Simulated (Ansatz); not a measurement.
Reaction (formal hydrolysis of a C–S bond): `C/C=C\[S][AlH2]` + H₂O → `C/C=C/O` + `[AlH2][SH]`

Program: Ansatz. Geometries: PBE0-D4/def2-TZVP. ΔE: electronic, gas phase. CCSD(T)/CBS is the MP2 limit (def2-TZVPP, def2-QZVPP) plus CCSD(T) − MP2 in def2-TZVPP, frozen cores. This one scheme is used for every species. Double bonds are as drawn, so ΔE can hold a change between cis and trans. One conformer a species, not always the lowest.

```
          species  CCSD(T)/CBS(def2) energy (Eh)
`C/C=C\[S][AlH2]`                     -758.16403
              H₂O                      -76.37941
        `C/C=C/O`                     -192.91632
     `[AlH2][SH]`                     -641.61836
```

Work out ΔE.

ΔE = (-192.91632) + (-641.61836) − (-758.16403) − (-76.37941) = 0.00876 Eh = +0.24 eV.

Largest T1 diagnostic among the species: 0.012.

In def2-TZVPP, CCSD(T) changes the Hartree–Fock value by +0.40 eV (the triples alone add +0.07 eV) and MP2 by +0.55 eV. The D4 term adds +0.17 eV with B3LYP and +0.09 eV with PBE0; it sums over pairs of atoms, weighted by their polarisabilities, and B3LYP, whose exchange is more repulsive, gets the larger term.

B3LYP here is the variant with VWN-RPA as its local correlation; programs differ in this.
